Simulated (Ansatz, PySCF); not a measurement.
This triplet is an excited state, 1.94 eV above the relaxed singlet at the level B3LYP/cc-pVTZ // PBE0-D3(BJ)/def2-TZVP (Ansatz, a quantum-chemistry and plane-wave program).

# C$_{2}$H$_{3}$NSi, SMILES `C#C[Si]N` (excited triplet) (charge 0, multiplicity 3)

Calculation: PySCF with PBE-D3(BJ)/def2-TZVP // PBE0-D3(BJ)/def2-TZVP.

The highest occupied spin orbital is -4.01 eV. The dipole moment is 1.75 D and the total energy is -421.8823 Ha. The cost comes out as about 2.8 core-minutes (a rough figure).

```xyz
7

C      2.3609     0.0730    -0.0552
C      1.1840    -0.2120    -0.1513
Si    -0.4982    -0.7661    -0.3880
N     -1.7829     0.1186     0.3268
H      3.3892     0.3358     0.0390
H     -2.3850     0.6950    -0.2403
H     -2.2679    -0.2444     1.1326
```
Charge 0, spin multiplicity 3.
